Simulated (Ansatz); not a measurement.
Cl$_{3}$F$_{3}$W (`[F][W]([F])([F])([Cl])([Cl])[Cl]`) at its PBE0-D4/def2-TZVP geometry, where that method's forces vanish. The species carries charge 0 and has multiplicity 1. W takes the def2 core potential.

```xyz
7

F     1.6910    0.6287    0.5300
W     0.0271    0.0101    0.0085
F    -0.2665   -0.5517    1.7363
F     0.3839    0.5954   -1.6996
Cl   -2.0116   -0.7479   -0.6305
Cl    0.9986   -1.9916   -0.4759
Cl   -0.8224    2.0571    0.5311
```

Problem. What forces (eV/Å) does B3LYP-D4/def2-TZVPP give on these atoms in Ansatz 0.2.0? (Best estimate.)

Solution. The calculation gave: 
```
F1   0.403  0.150  0.126
W2  -0.043 -0.016 -0.014
F3  -0.070 -0.142  0.444
F4   0.096  0.152 -0.436
Cl5 -0.431 -0.160 -0.135
Cl6  0.206 -0.399 -0.094
Cl7 -0.161  0.416  0.108
```

B3LYP here is the variant with VWN-RPA as its local correlation; programs differ in this.
